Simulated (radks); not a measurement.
The numbers below are computed, except where a source is named.
Ti, 22 electrons, occupied as [Ar] 3d2 4s2. Level of theory: Dirac Kohn-Sham, LDA (Slater exchange, Perdew-Wang correlation), spin-unpolarised, spherical densities, point nucleus; open shells fill j = l - 1/2 first (a radial shooting solver on a logarithmic mesh with Libxc functionals).

Normalised radial functions P(r) = r R(r) (large component), r in bohr:

```
   r/bohr * 3p3/2, o 3d3/2, + 3d5/2 (the largest magnitude, 1, reaches the edge; | marks zero, & curves that meet)
 0.002282                             &
 0.003432                             &
 0.005161                             &
 0.007699                             &
  0.01158                             &
  0.01741                             &*
  0.02618                             & *
  0.03937                             &  *
  0.05874                             &     *
  0.08833                             |&       *
   0.1328                             | &          *
   0.1998                             |   &         *
   0.3004                             |      *&
   0.4517                     *       |            &
   0.6739      *                      |                  &
    1.013  *                          |                    &
    1.524            *                |                 &
    2.292                       *     |           &
    3.446                            *|      &
    5.141                             *  &
    7.732                             *&
    11.63                             &
```

3p3/2: eigenvalue -38.543 eV, 1 radial node at r = 0.370 bohr, <r> = 1.09 bohr, 90 % of the charge inside 1.69 bohr. 3d3/2: eigenvalue -4.479 eV, 0 radial nodes, <r> = 1.61 bohr, 90 % of the charge inside 2.88 bohr. 3d5/2 (empty): eigenvalue -4.432 eV, 0 radial nodes, <r> = 1.62 bohr, 90 % of the charge inside 2.89 bohr.
